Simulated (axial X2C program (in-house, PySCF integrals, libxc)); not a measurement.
Levels of MgBr by electron attachment to MgBr⁺ (EOM-EA-CCSD)

Calculated with an in-house all-electron X2C program for linear molecules (integrals from PySCF): two-component X2C with atomic mean-field Coulomb and Gaunt terms, Gaussian nuclei, basis Br dyall-acv3z, Mg dyall-acv3z with contracted cores.

R = 2.366 Å (near the PBE0 minimum at charge 0 of the determinant lowest at the starting distance; the state shown can have its own minimum elsewhere).

Hartree–Fock spinors of MgBr⁺ (one of each Kramers pair; a window near the gap, which can cut inner shells):

| ω | occupied | ε (eV) | character |
| --- | --- | --- | --- |
| 1/2 | yes | -31.75 | 76% Br s, 8% Mg p, 8% Mg d |
| 1/2 | yes | -16.98 | 76% Br p, 13% Mg s, 5% Mg p |
| 1/2 | yes | -15.75 | 84% Br p, 6% Mg d, 5% Mg f |
| 3/2 | yes | -15.44 | 84% Br p, 6% Mg d, 5% Mg f |
| 1/2 | no | -7.19 | 54% Mg s, 31% Mg p, 10% Br p |
| 1/2 | no | -4.07 | 79% Mg p, 11% Mg d, 6% Br d |
| 3/2 | no | -4.05 | 78% Mg p, 12% Mg d, 6% Br d |
| 1/2 | no | -2.75 | 63% Mg p, 25% Mg d, 6% Mg s |
| 1/2 | no | -2.38 | 81% Mg s, 9% Mg p, 7% Mg d |
| 1/2 | no | -1.65 | 97% Mg p |

Levels of MgBr obtained by attaching an electron to MgBr⁺:

| Ω | binding energy (eV) | above lowest (cm⁻¹) | attached spinor | one-particle weight |
| --- | --- | --- | --- | --- |
| 1/2 | 7.537 | 0 | 54% Mg sσ, 29% Mg pσ, 10% Br pσ | 0.97 |
| 1/2 | 4.421 | 25128 | 78% Mg pπ, 10% Mg dπ, 6% Br dπ | 0.97 |
| 3/2 | 4.405 | 25264 | 78% Mg pπ, 11% Mg dπ, 6% Br dπ | 0.97 |
| 1/2 | 3.071 | 36021 | 59% Mg pσ, 30% Mg dσ | 0.98 |
| 1/2 | 2.506 | 40576 | 83% Mg sσ, 11% Mg pσ | 0.99 |
| 3/2 | 1.718 | 46934 | 97% Mg pπ | 0.99 |
| 1/2 | 1.718 | 46936 | 97% Mg pπ | 0.99 |

(1) Take the first Ω = 1/2 and Ω = 3/2 rows of π character: how far apart are they, and which lies lower?

This point took 6.4 s on 1 thread of Arm Neoverse V2, with other jobs on the host.

Reference electrons by ω block (each with its −ω partner): 1/2: 16, 3/2: 6, 5/2: 1. 8 electrons of MgBr⁺ correlated (inner shells frozen), 92 natural virtual spinors (a truncated set); levels can be off by some tenths of an eV. Roots sought by Ω: (1/2: 5, 3/2: 4, 5/2: 2, 7/2: 1); rows need 60 % one-particle weight and stop where some Ω has no more roots. Missing are any skipped roots, higher Ω and states of a further excitation; these come out far too high here and may in truth be low or lowest. T1 of the reference 0.013 (Lee–Taylor). The reference was not checked to be the lowest state of its species. Number of frozen shells: Br 3 s, 2 p, 1 d; Mg 2 s, 1 p.

Results:

(1) E(3/2) − E(1/2) = 25264 − 25128 = 136 cm⁻¹ at EOM-EA-CCSD: regular, Ω = 1/2 lower. Splittings at this level can be off by ten to twenty per cent.
